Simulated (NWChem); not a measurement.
System: SiH3SeF; SMILES F[Se][SiH3]

```xyz
6

Se    -0.4314     0.5926     0.0000
F      1.2552     1.2168     0.0000
Si     0.1934    -1.6287     0.0000
H      0.9840    -1.9572     1.2115
H      0.9840    -1.9572    -1.2115
H     -1.1007    -2.3628     0.0000
```
Atoms are numbered in this order, from 1.

Level: B3LYP/6-31G* (spherical d) (NWChem), optimised geometry, unscaled harmonic frequencies. This build's default masses of Se (78.918 u) and Br (79.917 u) are each other's, which moves their modes by up to 0.6 %.

**Question.** List the harmonic frequencies with IR intensities, and the thermochemistry.

**Answer.** 
```json
[
 {"frequency (cm⁻¹)": "132", "IR intensity (km/mol)": "2.8"},
 {"frequency (cm⁻¹)": "138", "IR intensity (km/mol)": "0.1"},
 {"frequency (cm⁻¹)": "378", "IR intensity (km/mol)": "6.6"},
 {"frequency (cm⁻¹)": "583", "IR intensity (km/mol)": "16.8"},
 {"frequency (cm⁻¹)": "585", "IR intensity (km/mol)": "9.9"},
 {"frequency (cm⁻¹)": "647", "IR intensity (km/mol)": "46.9"},
 {"frequency (cm⁻¹)": "909", "IR intensity (km/mol)": "281.6"},
 {"frequency (cm⁻¹)": "922", "IR intensity (km/mol)": "55.7"},
 {"frequency (cm⁻¹)": "964", "IR intensity (km/mol)": "100.6"},
 {"frequency (cm⁻¹)": "2249", "IR intensity (km/mol)": "76.3"},
 {"frequency (cm⁻¹)": "2274", "IR intensity (km/mol)": "111.3"},
 {"frequency (cm⁻¹)": "2277", "IR intensity (km/mol)": "120.7"}
]
```

- zero-point energy: 17.2 kcal/mol
- thermal correction to the enthalpy at 298.15 K (with zero-point energy): 21.0 kcal/mol
- heat capacity Cv: 15.8 cal/(mol K)
- entropy at 298.15 K and 1 atm (symmetry number 1): 74.6 cal/(mol K)
- dipole moment: 2.20 D

Rigid rotor and harmonic oscillator.
